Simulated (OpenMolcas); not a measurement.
**Ge2+: effect of the active space**

* Program: OpenMolcas 26.06
* Method: MS-CASPT2 or its RAS form, IPEA 0.25 Eh, imaginary shift 0.1 Eh
* Basis: ANO-RCC-VQZP
* Scalar Hamiltonian: DKH2, point nucleus
* Spin-orbit coupling: state interaction with AMFI integrals over the reference wave functions, term energies averaged over their components

A. 2 electrons in 4 orbitals (4s 4p); 2S+1 = 3 even, 3 roots; 2S+1 = 1 even, 7 roots; 2S+1 = 3 odd, 3 roots; 2S+1 = 1 odd, 3 roots; closed shells correlated: 3d; CASPT2 step roughly 3 core-seconds
B. 2 electrons in 8 orbitals (4s 4p 5s 5p); 2S+1 = 3 even, 3 roots; 2S+1 = 1 even, 7 roots; 2S+1 = 3 odd, 3 roots; 2S+1 = 1 odd, 3 roots; closed shells correlated: 3d; CASPT2 step roughly 6 core-seconds
C. 2 electrons in 9 orbitals (RAS2 4s 4p; RAS3 4d, at most 2 electrons); 2S+1 = 3 even, 3 roots; 2S+1 = 1 even, 7 roots; 2S+1 = 3 odd, 3 roots; 2S+1 = 1 odd, 3 roots; closed shells correlated: 3d; CASPT2 step roughly 8 core-seconds

Energies in cm-1 above 4s2 1S0, the measured ground level; measured values from Sugar and Musgrove, J. Phys. Chem. Ref. Data 22, 1213 (1993).

```csv
Level,A,B,C,Measured
4s2 1S0,0.0,0.0,0.0,0.0
4s 4p 3P* 0,60860,60810,61080,61734
4s 4p 3P* 1,61520,61470,61740,62500
4s 4p 3P* 2,62920,62870,63130,64144
4s 4p 1P* 1,92340,92040,91670,91873
```

Deviations, from unrounded energies. A percentage is the sum of absolute deviations over the sum of measured energies, with the sign that they share, or ± where signs differ.

```json
{"Against measurement": "mean absolute deviation (cm-1)", "Levels": "4", "A": "890", "B": "850", "C": "660"}
{"Against measurement": "other configurations (%)", "Levels": "4", "A": "±1.3", "B": "±1.2", "C": "-0.9"}
```

C lies closest to measurement on these levels and A furthest from it. The largest miss of C in the table is 4s 4p 3P* 2, by -1000 cm-1. The ranking rests on the paired levels alone, and a cruder setting can come out closer through cancelling errors.

Among A to C the level of the table that moves most is 4s 4p 1P* 1, by 680 cm-1 (lowest in C, highest in A). Moves below CASPT2's spread within the term are not significant.

Over all roots computed the reference weight is 0.91 to 0.96 in A, 0.89 to 0.96 in B; the roots of lowest weight are the least certain, and an intruder state may touch them. The run also gave levels led by 4s 5s, which use shells meant for correlation; these and all levels above them are left out (holds for B). Active for correlation alone: 4d; no level in the range computed is led by a configuration that fills it, so any true level of that kind is missing (holds for C). Computed and measured levels are paired by configuration, term and J; levels that our copy of the source lacks, or whose pairing is in doubt (as where it misses far off the trend of its configuration), stay unpaired and out of the deviations. Only configurations of the active space appear. Levels that lie high or do not pair safely by name in every column are left out.

* marks odd parity.
